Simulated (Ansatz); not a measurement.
Total energies of the cluster Pb₃O₂ (the lowest singlet isomer of a short search) from Ansatz at PBE0-D4/def2-TZVP, gas phase (1 Eh = 27.2114 eV = 2625.5 kJ/mol). The reference geometry is relaxed at PBE-D4/def2-SVP.

```xyz
5

Pb   -1.242   -0.249   -1.383
Pb    0.862    1.367    0.953
Pb    0.543   -1.596    0.615
O    -1.084    0.245    0.807
O     0.922    0.233   -0.991
```

| state | geometry | energy (Eh) |
| --- | --- | --- |
| charge 0 singlet | reference | -729.08831 |
| charge 1 doublet | reference | -728.85253 |
| charge 0 triplet | relaxed at PBE-D4/def2-SVP | -729.07586 |
| charge 0 quintet | relaxed at PBE-D4/def2-SVP | -728.97770 |
| free Pb atom (triplet) | – | -192.83692 |
| free O atom (triplet) | – | -75.01860 |

In the def2 sets Pb takes a core potential; there is no spin–orbit coupling.

(1) Work out the vertical ionisation energy to the doublet.

(2) Which of the charge 0 states is lowest, and how far above it are the others?

(3) What is the binding energy per atom against free atoms?

(1) E(charge 1 doublet) − E(charge 0 singlet) = -728.85253 − (-729.08831) = 0.23578 Eh = 6.42 eV. For comparison, −ε of the highest occupied level is 4.80 eV at this level, 1.62 eV less.

(2) The singlet. triplet: -729.07586 − (-729.08831) = 0.01245 Eh = 32.7 kJ/mol; quintet: -728.97770 − (-729.08831) = 0.11061 Eh = 290.4 kJ/mol. The quintet differs in its bonds from the reference.

(3) Atoms: 3 × (-192.83692) + 2 × (-75.01860) = -728.54796 Eh. Binding: -728.54796 − (-729.08831) = 0.54035 Eh = 14.70 eV, or 2.94 eV for each of 5 atoms (no zero-point energy, no counterpoise term).

The structure comes from a short search, and lower isomers may exist.
